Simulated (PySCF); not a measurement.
Atoms are numbered as in `[CH2:1]=[C:2]=[C:3]([C:4]([F:5])([F:6])[F:7])[C:8]([F:9])([F:10])[F:11]`. Hydrogens are named by the atom that carries them.

Geometry: PBE0-D3(BJ)/def2-SVP; GIAO shifts from PySCF 2.14.0 with density-fitted response routines, gas phase, non-relativistic, averaged over equivalent atoms.

At PBE0/pcSseg-1 (197 basis functions):
```
              atoms  δ (ppm)
                 C2    222.9
              C4/C8    126.1
                 C3    101.3
                 C1     92.1
F5/F6/F7/F9/F10/F11    -73.2
              H(C1)     5.90
```

Scale: 13C (σ = 184.41 ppm), 1H (σ = 31.27 ppm) vs TMS; CFCl3 for 19F (σ = 177.25 ppm) (reference shieldings calculated alike).

Estimate the result of repeating the calculation with B3LYP/pcSseg-2.

Answers


| atoms | δ at B3LYP/pcSseg-2 | change |
| --- | --- | --- |
| C2 | 228.5 | +5.6 |
| C4/C8 | 132.5 | +6.4 |
| C3 | 106.0 | +4.7 |
| C1 | 91.7 | -0.4 |
| F5/F6/F7/F9/F10/F11 | -73.6 | -0.4 |
| H(C1) | 5.73 | -0.17 |

References, each an isolated molecule treated in the same way: TMS for 13C (179.19 ppm) and 1H (31.39 ppm); 19F (169.74 ppm) vs CFCl3.

The largest change is at C4/C8 (CF3 carbon). Cost: 424 basis functions. The order of the carbon signals is the same at both levels.

Unscaled 19F shifts against computed CFCl3 carry errors that often reach 10 to 50 ppm.
